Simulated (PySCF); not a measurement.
Job for PySCF: R-B3LYP/3-21G on H4IP (a complex), monomers drawn apart or pushed together.

```python
from pyscf import gto, scf, dft, mp
from pyscf.data.elements import chemcore

mol = gto.M(
    atom='''
    P    -0.45874162    0.10216206    0.23450807
    H     0.05374564   -1.06701179   -0.37814105
    H    -1.74795091   -0.02484158   -0.33713216
    H     0.02511990    0.97796109   -0.76738349
    I     0.05137428    0.83282979    4.08625697
    H    -0.15848274    0.53246537    2.49722435
    ''',
    basis='3-21g',
    charge=0, spin=0, verbose=3, max_memory=1800)
mf = dft.RKS(mol, xc='b3lyp')
mf.conv_tol = 1e-8
mf.max_cycle = 100
mf.kernel()
if not mf.converged:
    mf = mf.newton().run(mf.mo_coeff, mf.mo_occ)
```

Program output:

```
converged SCF energy = -7232.0010609386
```

The calculation finished and met its thresholds.

Cost: very roughly 3.0 core-seconds.
